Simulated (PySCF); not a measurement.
HfO₂, charge +1, doublet, at a GFN2-xTB geometry of the parent state (such geometries of metal compounds can be far from the true shape) (the multiplicity is a formal guess) (core potentials on Hf); CAMB3LYP/def2-SV(P) (PySCF).

Here is a job for PySCF.
```python
from pyscf import gto, scf, dft

mol = gto.M(
    atom='''
Hf    0.047224   -0.000550    0.055786
O     1.101216    0.298600   -1.360218
O    -1.526232   -0.293651    0.858147
''',
    basis='def2-sv(p)',
    ecp={'Hf': 'def2-sv(p)'},
    charge=1,
    spin=1,
    verbose=4,
)

mf = dft.ROKS(mol)
mf.xc = 'camb3lyp'
mf.kernel()
mf.analyze()
```

It wrote (shortened):

```
PySCF version 2.14.0

[INPUT] verbose = 4
[INPUT] num. atoms = 3
[INPUT] num. electrons = 27
[INPUT] charge = 1
[INPUT] spin (= nelec alpha-beta = 2S) = 1
[INPUT] symmetry False subgroup None
[INPUT] Mole.unit = angstrom
[INPUT] Symbol           X                Y                Z      unit          X                Y                Z       unit  Magmom
[INPUT]  1 Hf     0.047224000000  -0.000550000000   0.055786000000 AA    0.089240426506  -0.001039349369   0.105420261585 Bohr   0.0
[INPUT]  2 O      1.101216000000   0.298600000000  -1.360218000000 AA    2.080996643989   0.564272220795  -2.570439489704 Bohr   0.0
[INPUT]  3 O     -1.526232000000  -0.293651000000   0.858147000000 AA   -2.884160482547  -0.554919966205   1.621662804617 Bohr   0.0

nuclear repulsion = 66.4548861325542
number of shells = 23
number of NR pGTOs = 98
number of NR cGTOs = 53
basis = def2-sv(p)
ecp = {'Hf': 'def2-sv(p)'}

******** <class 'pyscf.dft.roks.ROKS'> ********
method = ROKS
initial guess = minao
damping factor = 0
level_shift factor = 0
DIIS = <class 'pyscf.scf.diis.CDIIS'>
diis_start_cycle = 1
diis_space = 8
diis_damp = 0
SCF conv_tol = 1e-09
SCF conv_tol_grad = None
SCF max_cycles = 50
direct_scf = True
direct_scf_tol = 1e-13
num. doubly occ = 13  num. singly occ = 1
XC library pyscf.dft.libxc version 7.1.2
    S. Lehtola, C. Steigemann, M. J. T. Oliveira, and M. A. L. Marques,  SoftwareX 7, 1–5 (2018)
XC functionals = camb3lyp
    T. Yanai, D. P. Tew, and N. C. Handy,  Chem. Phys. Lett. 393, 51 (2004)
radial grids:
    Treutler-Ahlrichs [JCP 102, 346 (1995); DOI:10.1063/1.469408] (M4) radial grids

becke partition: Becke, JCP 88, 2547 (1988); DOI:10.1063/1.454033
pruning grids: <function nwchem_prune>
grids dens level: 3
symmetrized grids: False
atomic radii adjust function: <function treutler_atomic_radii_adjust>
small_rho_cutoff = 0
Set gradient conv threshold to 3.16228e-05
tot grids = 51960
init E= -185.349787954999
  HOMO = -0.601749105666823  LUMO = -0.403372937371238  gap/eV = 5.39809
cycle= 1 E= -197.644643090175  delta_E= -12.3  |g|= 0.947  |ddm|= 5.38

WARN: HOMO -0.297962424194719 >= LUMO -0.385323471627206

cycle= 2 E= -196.659951145435  delta_E= 0.985  |g|= 2.35  |ddm|= 1.61
  HOMO = -0.460297042641574  LUMO = -0.325300974386131  gap/eV = 3.67343
cycle= 3 E= -197.850011887977  delta_E= -1.19  |g|= 0.107  |ddm|= 1.19
  HOMO = -0.486083815714021  LUMO = -0.347930655454643  gap/eV = 3.75934
cycle= 4 E= -197.852957988885  delta_E= -0.00295  |g|= 0.0443  |ddm|= 0.129
  HOMO = -0.482857258926053  LUMO = -0.340993399742821  gap/eV = 3.86031
cycle= 5 E= -197.853470826303  delta_E= -0.000513  |g|= 0.0074  |ddm|= 0.0367
  HOMO = -0.482995184140005  LUMO = -0.340185741219543  gap/eV = 3.88604
cycle= 6 E= -197.853500807259  delta_E= -3e-05  |g|= 0.00178  |ddm|= 0.0135
  HOMO = -0.483081350792837  LUMO = -0.340228105910214  gap/eV = 3.88723
cycle= 7 E= -197.853500611482  delta_E= 1.96e-07  |g|= 0.00408  |ddm|= 0.0054
  HOMO = -0.483084873019049  LUMO = -0.340243368645403  gap/eV = 3.88692
cycle= 8 E= -197.853504839832  delta_E= -4.23e-06  |g|= 0.000601  |ddm|= 0.00253
  HOMO = -0.483024283033657  LUMO = -0.340280247346215  gap/eV = 3.88426
cycle= 9 E= -197.85350525908  delta_E= -4.19e-07  |g|= 6.69e-05  |ddm|= 0.00227
  HOMO = -0.483014077963134  LUMO = -0.340279776531755  gap/eV = 3.88400
cycle= 10 E= -197.853505263753  delta_E= -4.67e-09  |g|= 1.75e-05  |ddm|= 0.000205
  HOMO = -0.483013278315582  LUMO = -0.340280854935493  gap/eV = 3.88395
cycle= 11 E= -197.853505264128  delta_E= -3.75e-10  |g|= 7.72e-06  |ddm|= 4.19e-05
  HOMO = -0.483011715634607  LUMO = -0.340281377919176  gap/eV = 3.88389
Extra cycle  E= -197.853505264192  delta_E= -6.42e-11  |g|= 9.15e-06  |ddm|= 1.82e-05
converged SCF energy = -197.853505264192
**** SCF Summaries ****
Total Energy =                        -197.853505264192364
Nuclear Repulsion Energy =              66.454886132554208
One-electron Energy =                 -411.763365505268894
Two-electron Energy =                  147.454974108522322
Two-electron Coulomb Energy =          170.152758244522346
DFT Exchange-Correlation Energy =      -22.697784136000024
HOMO-LUMO gap [eV] =                     3.883890316339557
**** MO energy ****
                Roothaan           | alpha              | beta
MO #1   energy= -19.4518565386572  | -19.4575645244887  | -19.4461485528257  occ= 2
MO #2   energy= -19.4517603720447  | -19.457472838561   | -19.4460479055285  occ= 2
MO #3   energy= -2.87840078125462  | -2.88024210019962  | -2.87655946230988  occ= 2
MO #4   energy= -1.73830696108783  | -1.74302358712332  | -1.73359032930592  occ= 2
MO #5   energy= -1.71610358896854  | -1.71682680679632  | -1.71538037114078  occ= 2
MO #6   energy= -1.71546867563915  | -1.71656971523227  | -1.71436763604602  occ= 2
MO #7   energy= -1.22323927939145  | -1.24038425900723  | -1.20609429977587  occ= 2
MO #8   energy= -1.14021388854941  | -1.15825382265349  | -1.122173954153    occ= 2
MO #9   energy= -0.669504051869508 | -0.674411071381384 | -0.664597032357632 occ= 2
MO #10  energy= -0.668474094711071 | -0.673670719899646 | -0.66327748309493  occ= 2
MO #11  energy= -0.663643932892068 | -0.720072609484145 | -0.607215256299928 occ= 2
MO #12  energy= -0.606659597546382 | -0.612876738472058 | -0.600442456620678 occ= 2
MO #13  energy= -0.606314479216413 | -0.612198008551873 | -0.600430949880939 occ= 2
MO #14  energy= -0.483011715634607 | -0.60392525673822  | -0.362098232877361 occ= 1
MO #15  energy= -0.340281377919176 | -0.342154956731393 | -0.338407799107052 occ= 0
MO #16  energy= -0.302087462240244 | -0.30250766939952  | -0.301667255080954 occ= 0
MO #17  energy= -0.301347441141021 | -0.301932422828781 | -0.300762459453243 occ= 0
MO #18  energy= -0.176556176887344 | -0.179282892403569 | -0.173829461371119 occ= 0
MO #19  energy= -0.162093962498639 | -0.164824944716679 | -0.159362985989431 occ= 0
MO #20  energy= -0.148070746307707 | -0.14841511282093  | -0.147726379794485 occ= 0
MO #21  energy= -0.141793062993358 | -0.143372421909363 | -0.140213704077336 occ= 0
MO #22  energy= -0.0855443457616778 | -0.0864077757470681 | -0.0846809142402205 occ= 0

WARN: System has nonzero charge 1; the dipole moment is origin-dependent.
Location of origin: [0. 0. 0.]

Dipole moment(X, Y, Z, Debye):  1.88794, -0.02199,  2.23021
```
